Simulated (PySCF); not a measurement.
## MoO₂: calculation against measurement

Isolated MoO₂, optimised in PySCF with density fitting and no spin–orbit coupling; def2 sets carry scalar-relativistic core potentials from Rb on. All levels below give a triplet of C2v symmetry: PBE0/def2-TZVP Mo–O 1.683 Å (×2), O–Mo–O 114.5°; B3LYP/def2-TZVP Mo–O 1.697 Å (×2), O–Mo–O 114.5°; BP86/def2-TZVP Mo–O 1.705 Å (×2), O–Mo–O 113.1°.

Formally Mo is in oxidation state +4, d2, with 2 unpaired electrons (the high-spin count). The Mulliken spin on Mo is 2.02. The polar-tensor charge on Mo, 1.53, is far below the formal one.

Measured fundamentals (Jacox, Vibrational and Electronic Energy Levels of Polyatomic Transient Molecules, as compiled in the NIST Chemistry WebBook) beside computed harmonic wavenumbers, in cm⁻¹:

```tsv
mode as compiled	computed symmetry	measured	medium	PBE0/def2-TZVP	B3LYP/def2-TZVP	BP86/def2-TZVP
a1 sym. stretch	a1	950.7	neon matrix	1038	1010	980
b2 asym. stretch	b2	901.3	neon matrix	979	955	933
```

**Question.** How close does each level come?

**Answer.** Mean absolute differences: PBE0/def2-TZVP 8.9 %, B3LYP/def2-TZVP 6.1 %, BP86/def2-TZVP 3.3 %. The mean ratio of measured to computed values at BP86/def2-TZVP is 0.968. Harmonic values should lie a little above fundamentals; matrices shift bands further, usually down by up to a few per cent.

**Question.** The tabulated gas-phase entropy at 298.15 K and 1 bar is 276.98 J/(mol K) (Chase, 1998, NIST Chemistry WebBook). What do rigid-rotor harmonic-oscillator sums give?

**Answer.** PBE0/def2-TZVP 276.1, B3LYP/def2-TZVP 276.4, BP86/def2-TZVP 276.5 J/(mol K). Only the spin multiplicity enters the electronic part, so orbital degeneracy and low-lying levels are missing.

**Question.** ΔfH°(298 K) is -8.31 kJ/mol (Chase, 1998, NIST Chemistry WebBook), and for the gaseous atoms Mo 659.0, O 249.2 kJ/mol (tabulated in the package mendeleev). Compare the atomisation enthalpy with the calculations.

**Answer.** From the tables it is 659.0 + 2 × 249.2 − (-8.3) = 1166 kJ/mol. To a computed De one adds −ZPE (-13.9), the atoms' spin–orbit lowering from NIST levels (-1.9) and the thermal terms (8.5), all taken at PBE0/def2-TZVP.
```tsv
level	De (kJ/mol)	ΔatH°(298 K)	computed − tabulated
PBE0/def2-TZVP	1089	1081	-84
B3LYP/def2-TZVP	1150	1142	-24
BP86/def2-TZVP	1293	1286	120
```

 Open d and f shells are described by one determinant, and the ground state may have another occupation or spin.
